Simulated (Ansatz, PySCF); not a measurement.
Al(AsH2)2(H) (AlAs2H5), SMILES [AsH2][AlH][AsH2]. Atoms are numbered in the order given.

```xyz
8

Al     0.6798     0.0092    -0.6523
As     0.3095    -1.6236     1.1319
H      0.0189    -2.7286     0.1126
H     -1.1630    -1.2267     1.2555
As    -0.4635     2.1723    -0.6281
H      0.8600     2.9154    -0.8299
H     -0.3803     2.2555     0.8974
H      1.6753    -0.3387    -1.8401
```

Geometry optimised at B3LYP-D3(BJ)/def2-SVP. The structure was generated by enumeration; whether it is a known compound was not checked.

Two levels are set side by side: PBE-D3(BJ)/def2-SVP (Ansatz, a first-principles code) and B3LYP-D3(BJ)/def2-SVP (Ansatz). Each level has its own optimised geometry; the coordinates shown are those of the second. Frequencies come from the Hessian of PySCF at each geometry. Differences are taken from unrounded values.

```
quantity                            B3LYP-D3(BJ)
----------------------------------  ------------
mean bond length (Å)                       1.801
bond Al1–As2 (Å)                           2.447
bond Al1–As5 (Å)                           2.447
bond Al1–H8 (Å)                            1.588
bond As2–H3 (Å)                            1.531
bond As2–H4 (Å)                            1.530
bond As5–H6 (Å)                            1.531
bond As5–H7 (Å)                            1.530
highest harmonic wavenumber (cm⁻¹)          2182
mean harmonic wavenumber (cm⁻¹)              921
zero-point energy (kcal/mol)               23.70
```

What does PBE-D3(BJ) give, and how far is it from B3LYP-D3(BJ)? (Estimate from the structure and the level; the computed values follow.)


```
quantity                            PBE-D3(BJ)  PBE-D3(BJ) minus B3LYP-D3(BJ)
----------------------------------  ----------  -----------------------------
mean bond length (Å)                     1.811                          0.010
bond Al1–As2 (Å)                         2.453                          0.006
bond Al1–As5 (Å)                         2.453                          0.006
bond Al1–H8 (Å)                          1.605                          0.017
bond As2–H3 (Å)                          1.542                          0.011
bond As2–H4 (Å)                          1.541                          0.011
bond As5–H6 (Å)                          1.542                          0.011
bond As5–H7 (Å)                          1.541                          0.011
highest harmonic wavenumber (cm⁻¹)        2136                            -47
mean harmonic wavenumber (cm⁻¹)            893                            -27
zero-point energy (kcal/mol)             22.99                          -0.70
```

Exact exchange shortens and stiffens bonds; PBE has none. Differences between two approximate levels are no errors against the true value.
